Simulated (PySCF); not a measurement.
Compound: ClGa (singlet state).
Bonds: Cl1–Ga2.

Computed with PySCF at wB97X-D/def2-SVPD, non-relativistic, on one gas-phase PBE0-D3(BJ)/def2-SVP geometry that isn't relaxed in the solvent. The solvent is an IEF-PCM continuum (Bondi radii, 1.10 Å for H, scaled by 1.2), and excitations are vertical TDDFT with non-equilibrium linear response and a frozen core. Specific hydrogen bonds and non-electrostatic terms are outside this model. Spin–orbit coupling is left out although an atom past zinc is present.

```csv
run,E − E(gas) (kJ/mol),HOMO (eV),HOMO–LUMO gap (eV),dipole (D),lowest singlet (eV),static polarisability (au)
gas,0.00,-9.38,9.25,2.56,4.98,47.9
P,-17.76,-9.10,9.45,3.48,5.05,63.5
Q,-14.88,-9.14,9.42,3.33,5.00,60.5
```

Task: The runs were made in chloroform and dichloromethane. Which run belongs to which solvent?

Result: P = dichloromethane, Q = chloroform. The dielectric constants are 4.711 (chloroform), 8.93 (dichloromethane), and the energy falls further as ε rises. The optical constants n² used for the excitations are 2.09, 2.03 in the same order. In this model the ground state sees the solvent through ε alone.

Task: How constant is the ratio of the lowering to (ε − 1)/(2ε + 1)?

Result: 
```json
{"solvent": "chloroform", "(ε − 1)/(2ε + 1)": "0.356", "E − E(gas) (kJ/mol)": "-14.88", "ratio (kJ/mol)": "-41.8", "polarisation term (kJ/mol)": "-17.51"}
{"solvent": "dichloromethane", "(ε − 1)/(2ε + 1)": "0.420", "E − E(gas) (kJ/mol)": "-17.76", "ratio (kJ/mol)": "-42.2", "polarisation term (kJ/mol)": "-21.52"}
```

The ratio changes by +1.1 % in size from chloroform to dichloromethane. The polarisation term is half the interaction of the solute with the induced surface charges.

Note: wB97X-D ran without an empirical dispersion term, which enters the total energy and its gradient alone.
